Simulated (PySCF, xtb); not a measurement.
C4H4N, SMILES C1=C[N]C=C1, multiplicity 2.

Harmonic wavenumbers (cm⁻¹) from GFN2-xTB (xtb 6.7.1) at its own minimum, in rising order: 426, 453, 691, 723, 754, 810, 814, 832, 929, 1043, 1060, 1087, 1166, 1202, 1306, 1406, 1499, 3138, 3139, 3158, 3171.

Task: What does PySCF with B3LYP-D3(BJ)/def2-SVP give at its own minimum? (The exact figures need the calculation; the answer reports its results.)

Result: 487, 548, 675, 716, 823, 850, 885, 931, 934, 1040, 1088, 1095, 1215, 1288, 1356, 1451, 1574, 3193, 3197, 3234, 3253. Paired by order, the mean absolute difference is 51 cm⁻¹ and the zero-point energies are 41.2 and 42.7 kcal/mol.
